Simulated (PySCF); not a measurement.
Exercise with solution: dipole moment from atomic charges

NbOCl3, SMILES [O]=[Nb]([Cl])([Cl])[Cl], multiplicity 1. Atoms are numbered in the order given.

```xyz
5

Nb     0.0000     0.0000    -0.2244
O      0.0000     0.0000    -1.9109
Cl     1.8917     1.0922     0.4801
Cl    -1.8917     1.0922     0.4801
Cl     0.0000    -2.1844     0.4801
```
Charge 0, spin multiplicity 1.

The structure is a stationary point at B3LYP-D3(BJ)/def2-SVP. The multiplicity is an assumed one; other spin states were not compared. The isomer is the one that the SMILES or the coordinates give; other isomers of the formula were not compared. The def2 effective core potentials stand for the cores of Nb; spin–orbit coupling is left out.

Charges (e) from PBE0/def2-TZVP run with PySCF:

| atom | Mulliken | ESP fit |
|---|---|---|
| Nb1 | 1.477 | 0.567 |
| O2 | -0.470 | -0.264 |
| Cl3 | -0.336 | -0.102 |
| Cl4 | -0.336 | -0.102 |
| Cl5 | -0.336 | -0.100 |

The dipole moment of the full density is 1.07 D.

What dipole moment does each set of point charges give, and which comes closer to that of the density?


μ = Σ q r, and 1 e Å = 4.8032 D.
Mulliken: Σ q r = (0.000, 0.000, 0.083) e Å, |μ| = 0.40 D.
ESP fit: Σ q r = (0.000, -0.004, 0.231) e Å, |μ| = 1.11 D.
ESP fit comes closer in size. Point charges leave out the atoms' own dipoles (lone pairs, polarised bonds); fits to the potential absorb them, partitions of the density don't.
